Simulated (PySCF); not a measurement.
Computed properties of SrF₂, SMILES [Sr]([F])[F]

SrF2, SMILES [F][Sr][F]. Geometry optimised at B3LYP-D3(BJ)/def2-TZVP. The isomer is the one that the SMILES or the coordinates give; other isomers of the formula were not compared. The def2 effective core potentials stand for the cores of Sr; spin–orbit coupling is left out. The values are those of a single conformer. All values are computed for the isolated molecule unless a solvent is named; none is compared with measurement here.

**Structure.** The optimised structure has C2v symmetry. All 3 harmonic modes at B3LYP-D3(BJ)/def2-TZVP (PySCF) are real, so it is a minimum. With heavy atoms numbered as in [Sr:1]([F:2])[F:3], the shortest bond between them is Sr1–F2 at 2.139 Å and the longest Sr1–F3 at 2.139 Å.

**Vibrations.** The strongest infrared lines (harmonic, unscaled, degenerate partners summed) lie at 474 cm⁻¹ (212 km/mol, F 74 %, Sr 26 %), 87 cm⁻¹ (45 km/mol, F 79 %, Sr 21 %), 470 cm⁻¹ (40 km/mol, F 91 %, Sr 9 %). The softest mode is at 87 cm⁻¹ and the zero-point energy is 1.5 kcal/mol.

**Electronic structure.** HF/def2-TZVPD (PySCF) places the frontier levels at -13.41 and -0.37 eV, a gap of 13.04 eV, and gives a dipole moment of 6.67 D and a mean polarisability of 20.4 bohr³. PBE/def2-TZVPD (PySCF) at the same geometry gives -6.64 and -2.33 eV, so its gap is 8.73 eV narrower. An orbital gap is neither the optical nor the fundamental gap.

**Excitations.** TDA-PBE0/def2-TZVPD (PySCF) has S1 at 5.57 eV (223 nm, f = 0.000, dark); the most intense of the 10 singlets computed lies at 5.85 eV (f = 0.02). T1 (TDA) is at 5.52 eV, 0.05 eV under S1. TDA-PBE/def2-TZVPD (PySCF) puts S1 at 4.33 eV. No vertical singlet excitation falls in the visible range (under 3.1 eV).
